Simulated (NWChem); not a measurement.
All runs are NWChem calculations. System: H₂BF, charge 0, spin multiplicity 1, at a geometry optimised with B3LYP/def2-SVP. The structure started from a generated list of species. Level: PBE/pcseg-2.

Job file:

```
start mol
memory heap 200 mb stack 900 mb global 1100 mb
geometry units angstroms nocenter noautoz
  B      0.000000     0.000000    -0.671463
  H      1.068257     0.000000    -1.233938
  H     -1.068257     0.000000    -1.233938
  F      0.000000     0.000000     0.647243
  symmetry group C2v
end
basis spherical
  * library pcseg-2
end
dft
  xc xpbe96 cpbe96
  semidirect memsize 60000000 filesize 0
  iterations 100
end
task dft energy
```

Part of the output:

```
             Northwest Computational Chemistry Package (NWChem) 7.3.0
             --------------------------------------------------------

                                NWChem Input Module
                                -------------------

 Scaling coordinates for geometry "geometry" by  1.889725989
 (inverse scale =  0.529177249)

 Turning off AUTOSYM since
 SYMMETRY directive was detected!

                             Geometry "geometry" -> ""
                             -------------------------

 Output coordinates in angstroms (scale by  1.889725989 to convert to a.u.)

  No.       Tag          Charge          X              Y              Z
 ---- ---------------- ---------- -------------- -------------- --------------
    1 B                    5.0000     0.00000000     0.00000000    -0.67146300
    2 H                    1.0000     1.06825700     0.00000000    -1.23393800
    3 H                    1.0000    -1.06825700     0.00000000    -1.23393800
    4 F                    9.0000     0.00000000     0.00000000     0.64724300

 Effective nuclear repulsion energy (a.u.)      27.0917115780

            Nuclear Dipole moment (a.u.)
            ----------------------------
        X                 Y               Z
 ---------------- ---------------- ----------------
     0.0000000000     0.0000000000    -0.0000075589

      Symmetry information
      --------------------

 Group name             C2v
 Group number             16
 Group order               4
 No. of unique centers     3

      Symmetry unique atoms

     1    2    4


 Summary of "ao basis" -> "" (spherical)
 ------------------------------------------------------------------------------
       Tag                 Description            Shells   Functions and Types
 ---------------- ------------------------------  ------  ---------------------
 *                          pcseg-2                   on all atoms

  pbe96 is a nonlocal functional; adding pw91lda local functional.

                                 NWChem DFT Module
                                 -----------------

 Summary of "ao basis" -> "ao basis" (spherical)
 ------------------------------------------------------------------------------
       Tag                 Description            Shells   Functions and Types
 ---------------- ------------------------------  ------  ---------------------
 B                          pcseg-2                 10       30   4s3p2d1f
 H                          pcseg-2                  6       14   3s2p1d
 F                          pcseg-2                 10       30   4s3p2d1f

 Summary of "ao basis" -> "ao basis" (spherical)
 ------------------------------------------------------------------------------
       Tag                 Description            Shells   Functions and Types
 ---------------- ------------------------------  ------  ---------------------
 B                          pcseg-2                 10       30   4s3p2d1f
 H                          pcseg-2                  6       14   3s2p1d
 F                          pcseg-2                 10       30   4s3p2d1f

      Symmetry analysis of basis
      --------------------------

        a1         36
        a2         10
        b1         24
        b2         18

            General Information
            -------------------
          SCF calculation type: DFT
          Wavefunction type:  closed shell.
          No. of atoms     :     4
          No. of electrons :    16
           Alpha electrons :     8
            Beta electrons :     8
          Charge           :     0
          Spin multiplicity:     1
          Use of symmetry is: on ; symmetry adaption is: on
          Maximum number of iterations: 100
          AO basis - number of functions:    88
                     number of shells:    32
          Convergence on energy requested:  1.00D-06
          Convergence on density requested:  1.00D-05
          Convergence on gradient requested:  5.00D-04

              XC Information
              --------------
          PerdewBurkeErnzerhof Exchange Functional  1.000
            Perdew 1991 LDA Correlation Functional  1.000 local
           PerdewBurkeErnz. Correlation Functional  1.000 non-local

             Grid Information
             ----------------
          Grid used for XC integration:  medium
          Radial quadrature: Mura-Knowles
          Angular quadrature: Lebedev.
          Tag              B.-S. Rad. Rad. Pts. Rad. Cut. Ang. Pts.
          ---              ---------- --------- --------- ---------
          B                   0.85       49           8.0       434
          H                   0.35       45           9.0       434
          F                   0.50       49           8.0       434
          Grid pruning is: on
          Number of quadrature shells:   143
          Spatial weights used:  Erf1

          Convergence Information
          -----------------------
          Convergence aids based upon iterative change in
          total energy or number of iterations.
          Levelshifting, if invoked, occurs when the
          HOMO/LUMO gap drops below (HL_TOL):  1.00D-02
          DIIS, if invoked, will attempt to extrapolate
          using up to (NFOCK): 10 stored Fock matrices.

                    Damping( 0%)  Levelshifting(0.5)       DIIS
                  --------------- ------------------- ---------------
          dE  on:    start            ASAP                start
          dE off:    2 iters        100 iters           100 iters

      Screening Tolerance Information
      -------------------------------
          Density screening/tol_rho:  1.00D-10
          AO Gaussian exp screening on grid/accAOfunc:  14
          CD Gaussian exp screening on grid/accCDfunc:  20
          XC Gaussian exp screening on grid/accXCfunc:  20
          Schwarz screening/accCoul:  1.00D-08

      Superposition of Atomic Density Guess
      -------------------------------------

 Sum of atomic energies:        -124.94442367

      Non-variational initial energy
      ------------------------------

 Total energy =    -125.363528
 1-e energy   =    -225.782889
 2-e energy   =      73.327650
 HOMO         =      -0.378517
 LUMO         =      -0.004725

      Symmetry analysis of molecular orbitals - initial
      -------------------------------------------------

  Numbering of irreducible representations:

     1 a1          2 a2          3 b1          4 b2

  Orbital symmetries:

     1 a1          2 a1          3 a1          4 a1          5 b1
     6 b2          7 a1          8 b1          9 b2         10 a1
    11 a1         12 b1         13 a1         14 b2         15 b1
    16 a1         17 a1         18 b1

------------------------------------------------------------
EAF file 0: "./mol.aoints.0" size=524288 bytes
------------------------------------------------------------
               write      read    awrite     aread      wait
               -----      ----    ------     -----      ----
     calls:        1         0         0         0         0
   data(b): 5.24e+05  0.00e+00  0.00e+00  0.00e+00
   time(s): 0.00e+00  0.00e+00  0.00e+00  0.00e+00  0.00e+00
rate(mb/s): 0.00e+00  0.00e+00
------------------------------------------------------------

   convergence    iter        energy       DeltaE   RMS-Dens  Diis-err    time
 ---------------- ----- ----------------- --------- --------- ---------  ------
 d= 0,ls=0.0,diis     1   -125.7780567121 -1.53D+02  1.04D-02  4.77D-01     0.4
 d= 0,ls=0.0,diis     2   -125.6337658972  1.44D-01  6.31D-03  2.30D+00     0.4
 d= 0,ls=0.0,diis     3   -125.8305293513 -1.97D-01  1.11D-03  1.87D-02     0.5
 d= 0,ls=0.0,diis     4   -125.8315716045 -1.04D-03  4.83D-04  3.76D-03     0.5
 d= 0,ls=0.0,diis     5   -125.8320637862 -4.92D-04  5.74D-05  3.76D-05     0.5
  Resetting Diis
 d= 0,ls=0.0,diis     6   -125.8320690637 -5.28D-06  5.02D-06  5.14D-07     0.6
 d= 0,ls=0.0,diis     7   -125.8320691262 -6.26D-08  1.58D-06  1.71D-08     0.6

         Total DFT energy =     -125.832069126231
      One electron energy =     -227.036362475779
           Coulomb energy =       89.216874302381
    Exchange-Corr. energy =      -15.104292530879
 Nuclear repulsion energy =       27.091711578045

 Numeric. integr. density =       16.000000450044

     Total iterative time =      0.5s

                  Occupations of the irreducible representations
                  ----------------------------------------------

                     irrep           alpha         beta
                     --------     --------     --------
                     a1                5.0          5.0
                     a2                0.0          0.0
                     b1                2.0          2.0
                     b2                1.0          1.0

                       DFT Final Molecular Orbital Analysis
                       ------------------------------------

 Vector    6  Occ=2.000000D+00  E=-4.156900D-01  Symmetry=b2
              MO Center= -1.1D-16, -1.6D-16,  5.3D-01, r^2= 6.3D-01
   Bfn.  Coefficient  Atom+Function         Bfn.  Coefficient  Atom+Function
  ----- ------------  ---------------      ----- ------------  ---------------
    64      0.492833  4 F  py                67      0.405451  4 F  py
    70      0.212817  4 F  py                 6      0.141452  1 B  py
     9      0.080107  1 B  py                20      0.028682  1 B  d -1

 Vector    7  Occ=2.000000D+00  E=-4.017987D-01  Symmetry=a1
              MO Center=  9.8D-13, -4.6D-17, -8.4D-01, r^2= 1.7D+00
   Bfn.  Coefficient  Atom+Function         Bfn.  Coefficient  Atom+Function
  ----- ------------  ---------------      ----- ------------  ---------------
     7      0.256086  1 B  pz                65     -0.247518  4 F  pz
    68     -0.191433  4 F  pz                 2     -0.168585  1 B  s
     3     -0.164634  1 B  s                 31     -0.162213  2 H  s
    45     -0.162213  3 H  s                 32     -0.158141  2 H  s
    46     -0.158141  3 H  s                 10      0.118112  1 B  pz

 Vector    8  Occ=2.000000D+00  E=-2.853099D-01  Symmetry=b1
              MO Center= -4.8D-13,  5.8D-17, -6.5D-01, r^2= 2.0D+00
   Bfn.  Coefficient  Atom+Function         Bfn.  Coefficient  Atom+Function
  ----- ------------  ---------------      ----- ------------  ---------------
    63      0.296310  4 F  px                 5     -0.262840  1 B  px
    66      0.242522  4 F  px                32     -0.202598  2 H  s
    46      0.202598  3 H  s                 31     -0.196648  2 H  s
    45      0.196648  3 H  s                 33     -0.170177  2 H  s
    47      0.170177  3 H  s                  8     -0.166463  1 B  px

 Vector    9  Occ=0.000000D+00  E=-8.365793D-02  Symmetry=b2
              MO Center= -7.7D-16, -3.2D-17, -6.9D-01, r^2= 2.2D+00
   Bfn.  Coefficient  Atom+Function         Bfn.  Coefficient  Atom+Function
  ----- ------------  ---------------      ----- ------------  ---------------
     9      0.478590  1 B  py                 6      0.413811  1 B  py
    12      0.348807  1 B  py                64     -0.209824  4 F  py
    70     -0.210429  4 F  py                67     -0.166352  4 F  py
    38      0.032221  2 H  py                52      0.032221  3 H  py

 Vector   10  Occ=0.000000D+00  E= 2.811315D-02  Symmetry=a1
              MO Center= -1.2D-14,  9.0D-15,  5.5D-02, r^2= 6.0D+00
   Bfn.  Coefficient  Atom+Function         Bfn.  Coefficient  Atom+Function
  ----- ------------  ---------------      ----- ------------  ---------------
    13      1.175684  1 B  pz                33      0.525593  2 H  s
    47      0.525593  3 H  s                  3     -0.376487  1 B  s
    62     -0.324502  4 F  s                  7      0.122862  1 B  pz
    61     -0.121088  4 F  s                 60     -0.117819  4 F  s
    71     -0.090161  4 F  pz                21     -0.074995  1 B  d  0

 Vector   11  Occ=0.000000D+00  E= 5.421221D-02  Symmetry=a1
              MO Center=  4.2D-14,  4.5D-15, -1.7D+00, r^2= 5.3D+00
   Bfn.  Coefficient  Atom+Function         Bfn.  Coefficient  Atom+Function
  ----- ------------  ---------------      ----- ------------  ---------------
    33      1.407426  2 H  s                 47      1.407426  3 H  s
     4     -1.076681  1 B  s                  3     -1.001033  1 B  s
    10      0.402087  1 B  pz                 1      0.134639  1 B  s
     7      0.128286  1 B  pz                 2     -0.123567  1 B  s
    62     -0.062198  4 F  s                 65     -0.049304  4 F  pz

 center of mass
 --------------
 x =   0.00000000 y =   0.00000000 z =   0.14263219

 moments of inertia (a.u.)
 ------------------
          56.455538672951           0.000000000000           0.000000000000
           0.000000000000          64.669720064932           0.000000000000
           0.000000000000           0.000000000000           8.214181391982

     Multipole analysis of the density
     ---------------------------------

     L   x y z        total         alpha         beta         nuclear
     -   - - -        -----         -----         ----         -------
     0   0 0 0     -0.000000     -8.000000     -8.000000     16.000000

     1   1 0 0     -0.000000     -0.000000     -0.000000      0.000000
     1   0 1 0     -0.000000     -0.000000     -0.000000      0.000000
     1   0 0 1     -0.243720     -0.121856     -0.121856     -0.000008

     2   2 0 0     -9.556137     -8.853271     -8.853271      8.150404
     2   1 1 0     -0.000000     -0.000000     -0.000000      0.000000
     2   1 0 1     -0.000000     -0.000000     -0.000000      0.000000
     2   0 2 0     -8.238529     -4.119265     -4.119265      0.000000
     2   0 1 1     -0.000000     -0.000000     -0.000000      0.000000
     2   0 0 2     -9.862801    -21.125874    -21.125874     32.388947

 Task  times  cpu:        0.6s     wall:        0.6s

 Total times  cpu:        0.6s     wall:        0.6s
```
